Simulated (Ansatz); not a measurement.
The cluster Li6Al2. Total charge 0; singlet. Geometry relaxed at PBE-D4/def2-SVP.

Cartesian coordinates in Å:
```
Al 0.451 1.294 -0.476
Al -1.053 -0.455 0.885
Li 2.552 0.930 -2.120
Li -2.170 1.594 -0.343
Li -0.952 -3.139 1.053
Li 1.611 -0.924 0.591
Li -0.311 1.821 1.996
Li -0.129 -1.121 -1.586
```

The restricted singlet is unstable towards broken spin symmetry at other levels; at PBE-D4/def2-SVP this wasn't settled. The structure comes from a short search, and lower isomers may exist.

Estimate the harmonic wavenumbers at RKS PBE-D4/def2-SVP (Ansatz, unscaled). Is this a minimum?

68, 88, 90, 100, 122, 172, 190, 200, 213, 240, 257, 264, 292, 321, 326, 351, 369, 402 cm⁻¹. Yes, no mode is imaginary beyond noise. Zero-point energy 24.3 kJ/mol. It took 21 s on 4 threads of Intel Xeon 6975P-C on a shared host.
